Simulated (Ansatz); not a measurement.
Input file for `B[BH][GeH3]`:

```yaml
crystal:
  periodic: [false, false, false]
  atoms:
    - {symbol: B, position_ang: [-0.784091, 0.762999, -1.326254]}
    - {symbol: B, position_ang: [0.262526, 0.907893, -0.119572]}
    - {symbol: Ge, position_ang: [0.465255, -0.864951, 0.953574]}
    - {symbol: H, position_ang: [-0.451152, 0.349812, -2.403430]}
    - {symbol: H, position_ang: [-1.962074, 0.928194, -1.161888]}
    - {symbol: H, position_ang: [0.930918, 1.817081, 0.270220]}
    - {symbol: H, position_ang: [1.937429, -1.314893, 0.900232]}
    - {symbol: H, position_ang: [-0.403779, -2.027696, 0.444330]}
    - {symbol: H, position_ang: [0.093568, -0.604738, 2.425489]}
basis:
  gaussian: {orbitals: def2-TZVPP}
correlation: {method: ccsd_t}
output: {orbitals: {seedname: orbitals}}
```

```sh
$ ansatz run in.yaml --threads 2 --pin off --events-out ev --progress --plain --max-ram 4352MiB
```

Output of Ansatz, abridged:

```
Functional definition: HF
1150 factors; integrals over basis functions are off by at most 1.1e-3 eV
mean field evaluation 1: about -57908.7944 eV, gradient 1.9e1 eV
mean field evaluation 2: about -57908.8895 eV, gradient 1.9e1 eV
mean field evaluation 4: about -57910.6918 eV, gradient 3.4e0 eV
mean field evaluation 8: about -57910.7224 eV, gradient 2.1e-1 eV
mean field -57910.72303486 eV, -2128.1798182332 hartree, gradient 4.8e-6 eV, S^2 0.000000; 0 other end points of the search recorded, 0 dependent functions left out
11 core orbitals not correlated: weight in the atoms' cores, before any rotation towards them, 1.000 or more for the frozen orbitals, at most 0.000 for the correlated occupied ones
reference -57910.72303486 eV, -2128.1798182332 hartree; 13, 13 occupied and 170, 170 virtual orbitals, 1150 factors
second order -12.65905035 eV of doubles, -0.00000000 eV of singles
cycle   1  -13.31475406 eV  change   -6.6e-1 eV  update   9.4e-2
cycle   2  -13.82322519 eV  change   -5.1e-1 eV  update   2.9e-2
cycle   3  -13.87924118 eV  change   -5.6e-2 eV  update   1.4e-2
cycle   4  -13.87185883 eV  change    7.4e-3 eV  update   4.5e-3
cycle   5  -13.87119660 eV  change    6.6e-4 eV  update   1.8e-3
cycle   6  -13.87043805 eV  change    7.6e-4 eV  update   6.8e-4
cycle   7  -13.87048710 eV  change   -4.9e-5 eV  update   2.7e-4
cycle   8  -13.87060815 eV  change   -1.2e-4 eV  update   1.1e-4
cycle   9  -13.87061027 eV  change   -2.1e-6 eV  update   4.5e-5
cycle  10  -13.87059368 eV  change    1.7e-5 eV  update   2.1e-5
perturbative correction -0.46899783 eV, -0.0172353525 hartree
Total energy: -57925.06262638 eV, -2128.7067885017 hartree
```

Run time 52 s (2 threads of an AMD EPYC 7B13 on a shared host); peak host memory 2.2 GiB.

Correlation energy per correlated electron: -0.552 eV. T1 diagnostic: 0.0135.
